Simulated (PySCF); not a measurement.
C⁺ (carbon, charge +1) across methods

[He] 2s1 2p1 3s1, high-spin 4P determinant (an excited configuration). Computed with PySCF 2.14 in aug-cc-pwCVTZ (7s6p4d2f, 59 functions), with the non-relativistic Hamiltonian (point nucleus).

```
 method  E (hartree)  mean ε 2s α (eV)  mean ε 2p α (eV)  mean ε 3s α (eV)  Σ⟨r²⟩ (bohr²)   ⟨S²⟩
 r2SCAN     -36.6722           -34.831           -26.750            -8.162          24.39  3.750
 M06-2X     -36.6704           -38.048           -29.305            -9.457          23.48  3.750
 PBEsol     -36.4687           -34.018           -25.793            -8.144          24.07  3.750
wB97M-V     -36.6850           -38.390           -29.949            -9.992          23.65  3.750
    UHF    -36.60187           -42.569           -34.101            -9.960          24.61  3.750
   PW91     -36.6643           -34.205           -26.112            -8.197          23.87  3.750
    LDA     -36.3002           -33.979           -25.741            -8.185          23.91  3.750
   PBE0     -36.6455           -36.345           -28.114            -8.703          24.11  3.750
```

**Question.** Estimate the same row for PBE.

**Answer.** E (hartree) = -36.6357; mean ε 2s α (eV) = -34.140; mean ε 2p α (eV) = -26.017; mean ε 3s α (eV) = -8.174; Σ⟨r²⟩ (bohr²) = 23.94; ⟨S²⟩ = 3.750.

The outer electron is Rydberg-like, and this basis confines it to a smaller radius and binds it less than a complete one would.
